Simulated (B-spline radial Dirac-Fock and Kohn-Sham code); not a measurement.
**How the settings move the core levels of Tc³⁺**

ΔSCF core binding energies without Breit or QED terms, calculated with a radial finite-basis atomic code. Keys: rel is the Hamiltonian (dirac, or spin-free x2c and nr, where L3 and M5 stand for the whole 2p and 3d shells), method is hf or an exchange,correlation pair (spin-unpolarised, also for the hole states), nuc the nuclear model, radius_factor scales its radius, rmax is the box in bohr, h the logarithmic mesh step, order the B-spline order, points the quadrature points per cell, c_factor scales the speed of light, and damp, ndamp, maxit and tol steer the iteration. The run stops when the commutator error falls below 10·tol·max(1, Z/10), or the numerical noise floor, and the energy has settled to about 1e-8 Ha; the virial ratio is −V/T.

Base input:

```json
{"items": [{"Z": 43, "q": 3, "cfg": [[1, 0, 2], [2, 0, 2], [2, 1, 6], [3, 0, 2], [3, 1, 6], [3, 2, 10], [4, 0, 2], [4, 1, 6], [4, 2, 4]], "A": 97, "rrms": 4.4112, "do": "settings", "holes": ["K", "L3", "M5"],
  "settings": [{"rel": "dirac", "method": "hf", "nuc": "fermi", "radius_factor": 1.0, "rmax": 45.0, "h": 0.3, "order": 8, "points": 10, "c_factor": 1.0, "maxit": 60, "damp": 0.5, "ndamp": 3, "tol": 1e-08}]}]}
```

The ground state converged in 10 iterations, with total energy -4282.38641 Ha, virial ratio 1.96248 and highest orbital energy -41.40 eV. ΔSCF binding energies: K (1s) 21148.6 eV, L3 (2p3/2) 2728.3 eV, M5 (3d5/2) 298.8 eV.

Changes from the base run:

```
                                          changed setting  Δ total energy (Ha)  Δ K (eV)  Δ L3 (eV)  Δ M5 (eV)  iterations
                                             tol = 0.0001              0.00000      0.00       0.00       0.00           8
method = "pw91,pw91"; radius_factor = 0.8; c_factor = 0.8            -51.35361   +360.98     -15.86      -3.72          10
                radius_factor = 0.8; h = 0.22; damp = 0.2                    ?         ?          ?          ?           ?
                                               damp = 0.2              0.00000      0.00       0.00       0.00           9
                                                 h = 0.22             -0.00001      0.00       0.00       0.00          10
                                              rmax = 30.0              0.00000      0.00       0.00       0.00          10
                                            nuc = "gauss"             -0.00016      0.00       0.00       0.00          10
```

Task: What does the change radius_factor = 0.8; h = 0.22; damp = 0.2 do?

Result: The total energy moves by -0.02227 Ha and the binding energies by K +0.26 eV, L3 0.00 eV, M5 0.00 eV; the run takes 9 iterations.
